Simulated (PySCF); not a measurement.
disilanyl(fluoro)silane (FH7Si3), SMILES [SiH2]([SiH3])[SiH2]F.

Coordinates come from a B3LYP-D3(BJ)/def2-SVP optimisation. The values are those of a single conformer.

Two levels are set side by side: PBE/def2-TZVP (PySCF) and B3LYP/def2-TZVP (PySCF). Same geometry, gas phase. Differences are taken from unrounded values.

| quantity | B3LYP | PBE | PBE minus B3LYP |
|---|---|---|---|
| orbital gap (eV) | 6.71 | 5.16 | -1.55 |
| highest occupied level (eV) | -7.81 | -6.92 | 0.89 |
| lowest empty level (eV) | -1.10 | -1.76 | -0.66 |
| dipole moment (D) | 1.38 | 1.24 | -0.14 |
| mean polarisability (bohr³) | 87.0 | 90.2 | 3.2 |

Without exact exchange PBE keeps part of each electron's self-repulsion, which lifts occupied levels and narrows the gap. Loosely held outer electrons make PBE densities more polarisable. Differences between two approximate levels are no errors against the true value.

Rough cost on one machine, each run with all the roots and properties that it gave: B3LYP against PBE within a factor of 2.
